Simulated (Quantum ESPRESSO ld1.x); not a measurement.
The numbers below are computed, except where a source is named.
Question: Ni2+, configuration [Ar] 3d8 (the NIST ground configuration). Level of theory: non-relativistic Kohn-Sham, LDA (Slater exchange, Perdew-Wang correlation), spin-polarised, spherical densities, point nucleus; open shells are filled with parallel spins first (ld1.x of Quantum ESPRESSO 7.5). Some entries of the table are withheld. Estimate them.

orbital  occ.  eigenvalue (hartree)  <1/r> (bohr^-1)
1s up       1              -298.593            27.47
1s down     1              -298.593            27.47
2s up       1              -36.0382            5.936
2s down     1              -35.9934            5.940
2p up       3              -31.5904              (1)
2p down     3              -31.5564              (2)
3s up       1              -4.70756            1.885
3s down     1              -4.62692            1.880
3p up       3                   (3)            1.760
3p down     3                   (4)            1.754
3d up       5              -1.09433              (5)
3d down     3              -1.02220              (6)

Answer: 
(1) 2p up <1/r> (bohr^-1): 5.903
(2) 2p down <1/r> (bohr^-1): 5.907
(3) 3p up eigenvalue (hartree): -3.35065
(4) 3p down eigenvalue (hartree): -3.27174
(5) 3d up <1/r> (bohr^-1): 1.401
(6) 3d down <1/r> (bohr^-1): 1.380
